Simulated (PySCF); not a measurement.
Isomers of C6H6ClFO.

All values: PBE0/pcSseg-1 (PySCF) at GFN2-xTB geometries, gas phase, one conformer each.

Problem. Rank by LUMO energy, highest first.
A. `[CH2:1]=[CH:2]/[C:3]([CH3:4])=[C:5](\[Cl:6])[C:7](=[O:8])[F:9]` with C1–C2–C3–C4 12°, C3–C5–C7–O8 -6°
B. `[CH2:1]=[CH:2][C@@:3]1([F:4])[CH2:5][C@@H:6]1[C:7](=[O:8])[Cl:9]` with C1–C2–C3–F4 3°, C5–C6–C7–O8 -14°
C. `[CH3:1]/[CH:2]=[C:3]([CH:4]=[O:5])/[C:6]([Cl:7])=[CH:8]/[F:9]` with C2–C3–C4–O5 177°, C2–C3–C6–Cl7 14°
D. `[CH3:1][O:2][C:3]1=[C:4]([Cl:5])[C:6]([F:7])=[CH:8][CH2:9]1` with C1–O2–C3–C4 0°

Solution. D (-0.53 eV), B (-1.37 eV), C (-2.15 eV), A (-2.69 eV).

Problem. Rank by the lowest IAO charge on any atom, highest value first.
A. `[CH2:1]=[CH:2][C@@:3]1([F:4])[CH2:5][C@@H:6]1[C:7](=[O:8])[Cl:9]` with C1–C2–C3–F4 3°, C5–C6–C7–O8 -14°
B. `[CH3:1][O:2][C:3]1=[C:4]([Cl:5])[C:6]([F:7])=[CH:8][CH2:9]1` with C1–O2–C3–C4 0°
C. `[CH3:1]/[CH:2]=[C:3]([CH:4]=[O:5])/[C:6]([Cl:7])=[CH:8]/[F:9]` with C2–C3–C4–O5 177°, C2–C3–C6–Cl7 14°

Solution. B (-0.311 e), A (-0.351 e), C (-0.427 e).

All values together:

| SMILES | μ (D) | HOMO (eV) | LUMO (eV) | lowest IAO charge (e) | highest IAO charge (e) | lowest Hirshfeld charge (e) | highest Hirshfeld charge (e) |
| --- | --- | --- | --- | --- | --- | --- | --- |
| C=C[C@@]1(F)C[C@@H]1C(=O)Cl | 4.22 | -7.80 | -1.37 | -0.351 (O) | +0.370 (C) | -0.198 (O) | +0.175 (C) |
| C=C/C(C)=C(\Cl)C(=O)F | 4.21 | -7.45 | -2.69 | -0.436 (C) | +0.592 (C) | -0.208 (O) | +0.218 (C) |
| C=C/C(F)=C(/C)C(=O)Cl | 2.69 | -7.51 | -2.63 | -0.429 (C) | +0.344 (C) | -0.199 (O) | +0.167 (C) |
| C/C=C(C=O)/C(Cl)=C/F | 4.12 | -7.02 | -2.15 | -0.427 (C) | +0.250 (C) | -0.204 (O) | +0.122 (C) |
| COC1=C(Cl)C(F)=CC1 | 2.61 | -6.04 | -0.53 | -0.311 (O) | +0.289 (C) | -0.100 (O) | +0.077 (C) |

Conformers: `[CH2:1]=[CH:2][C@@:3]1([F:4])[CH2:5][C@@H:6]1[C:7](=[O:8])[Cl:9]` with C1–C2–C3–F4 3°, C5–C6–C7–O8 -14°; `[CH2:1]=[CH:2]/[C:3]([CH3:4])=[C:5](\[Cl:6])[C:7](=[O:8])[F:9]` with C1–C2–C3–C4 12°, C3–C5–C7–O8 -6°; `[CH2:1]=[CH:2]/[C:3]([F:4])=[C:5](/[CH3:6])[C:7](=[O:8])[Cl:9]` with C1–C2–C3–F4 1°, C3–C5–C7–O8 0°; `[CH3:1]/[CH:2]=[C:3]([CH:4]=[O:5])/[C:6]([Cl:7])=[CH:8]/[F:9]` with C2–C3–C4–O5 177°, C2–C3–C6–Cl7 14°; `[CH3:1][O:2][C:3]1=[C:4]([Cl:5])[C:6]([F:7])=[CH:8][CH2:9]1` with C1–O2–C3–C4 0°.
